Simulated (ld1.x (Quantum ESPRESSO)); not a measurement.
**Scattering properties, TM potential for Cr**

```
Element                 : chromium (Cr)
Generator               : ld1.x (Quantum ESPRESSO) 7.5
Type                    : norm-conserving Troullier–Martins (Kleinman–Bylander form)
Functional              : PBE
Relativity              : scalar-relativistic
Frozen core             : [Ne]
Valence charge          : 14
Reference configuration : 3s2 3p6 3d4 4s0 4p0 (charge +2)
Partial waves           : 3s (bound): rc 1.25 bohr; 3d (bound): rc 1.55 bohr; 3p (bound): rc 1.10 bohr
Local potential         : the p channel
Core correction         : none
```

The phase is arctan(r·u′/u) with u = r·R(r), unwrapped; energies in Ry, scanned from -9 to 5 Ry. A pole is an energy at which the radial function vanishes at the test radius. The pseudo phase is shifted by a multiple of π to meet the all-electron one at the reference energy, and phase errors are pseudo minus all-electron; the curves can meet again beyond the range given. Levels narrower than the energy grid can be missing from the lists of poles.

Q: For each channel, where are the poles, and over which energies does the pseudopotential scatter like the atom?

A:

```
channel  radius (bohr)  reference energy (Ry)  poles, all-electron  poles, pseudo  unbroken range about the reference energy with phases within 0.05 rad  phase error 1 Ry above the reference energy (rad)
      s           1.70                  -6.99                -6.53          -6.53                                                             below -1.0                                             -0.001
      p           1.70                  -4.88                -4.23          -4.23                                                              below 1.8                                             -0.000
      d           1.70                  -1.68                -0.61          -0.60                                                              below 2.4                                             +0.003
```

Phases in the p channel:

| E (Ry) | all-electron | pseudo |
| --- | --- | --- |
| -9.00 | 1.314 | 1.314 |
| -8.76 | 1.307 | 1.307 |
| -8.52 | 1.298 | 1.298 |
| -8.28 | 1.289 | 1.289 |
| -8.04 | 1.278 | 1.278 |
| -7.80 | 1.266 | 1.266 |
| -7.56 | 1.252 | 1.252 |
| -7.32 | 1.235 | 1.234 |
| -7.08 | 1.214 | 1.213 |
| -6.84 | 1.187 | 1.187 |
| -6.60 | 1.152 | 1.151 |
| -6.36 | 1.103 | 1.102 |
| -6.12 | 1.030 | 1.029 |
| -5.88 | 0.908 | 0.907 |
| -5.64 | 0.669 | 0.668 |
| -5.40 | 0.132 | 0.131 |
| -5.16 | -0.689 | -0.689 |
| -4.92 | -1.174 | -1.175 |
| -4.68 | -1.392 | -1.392 |
| -4.44 | -1.508 | -1.508 |
| -4.20 | -1.579 | -1.579 |
| -3.96 | -1.628 | -1.629 |
| -3.72 | -1.665 | -1.666 |
| -3.48 | -1.695 | -1.696 |
| -3.24 | -1.720 | -1.721 |
| -3.00 | -1.742 | -1.743 |
| -2.76 | -1.763 | -1.764 |
| -2.52 | -1.782 | -1.783 |
| -2.28 | -1.800 | -1.801 |
| -2.04 | -1.819 | -1.820 |
| -1.80 | -1.837 | -1.839 |
| -1.56 | -1.856 | -1.859 |
| -1.32 | -1.877 | -1.879 |
| -1.08 | -1.898 | -1.901 |
| -0.84 | -1.921 | -1.925 |
| -0.60 | -1.947 | -1.952 |
| -0.36 | -1.976 | -1.981 |
| -0.12 | -2.008 | -2.014 |
| 0.12 | -2.045 | -2.053 |
| 0.36 | -2.087 | -2.098 |
| 0.60 | -2.138 | -2.151 |
| 0.84 | -2.198 | -2.215 |
| 1.08 | -2.271 | -2.293 |
| 1.32 | -2.360 | -2.389 |
| 1.56 | -2.470 | -2.510 |
| 1.80 | -2.607 | -2.659 |
| 2.04 | -2.775 | -2.841 |
| 2.28 | -2.974 | -3.053 |
| 2.52 | -3.193 | -3.281 |
| 2.76 | -3.415 | -3.503 |
| 3.00 | -3.619 | -3.701 |
| 3.24 | -3.795 | -3.866 |
| 3.48 | -3.939 | -4.000 |
| 3.72 | -4.055 | -4.107 |
| 3.96 | -4.149 | -4.192 |
| 4.20 | -4.224 | -4.262 |
| 4.44 | -4.286 | -4.319 |
| 4.68 | -4.338 | -4.367 |
| 4.92 | -4.381 | -4.407 |
